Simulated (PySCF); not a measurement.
**Relaxation of singlet SeO2F2**

These are results of PBE0/[Se def2-TZVP, O def2-TZVP, F def2-TZVP], no relativity, density fitting, PySCF, not measurements. A (50,194) grid was used.

A hand-made square planar (ligand arrangement 1) start, of C2v symmetry, held to at least that symmetry:

```xyz
5
charge 0 multiplicity 1, angstrom
Se   -0.0531   -0.0531    0.0000
O    -1.6931   -0.0531    0.0000
O    -0.0531   -1.6931    0.0000
F     1.7469   -0.0531    0.0000
F    -0.0531    1.7469    0.0000
```

Question: What forces act on the atoms at the start (eV/Å)?

Answer: 
```csv
atom,Fx,Fy,Fz
Se1,-2.52,-2.52,0.00
O2,0.27,2.24,0.00
O3,2.24,0.27,0.00
F4,-1.36,1.36,0.00
F5,1.36,-1.36,0.00
```

Question: What does it relax to?

Answer: It ends at C2v with Se–F 1.762 Å (×2), Se–O 1.606 Å (×2); F–Se–F 77.1°, F–Se–O 88.7° (×2), F–Se–O 165.7° (×2), O–Se–O 105.6°. A frequency run shows 1 imaginary mode, down to 241i cm⁻¹, so it is a saddle point. Other isomers or separated fragments may lie lower.

Question: How much energy is released, and in how many steps?

Answer: 83.3 kJ/mol in 6 steps.

The relaxation took about 5 core-minutes on a shared host.
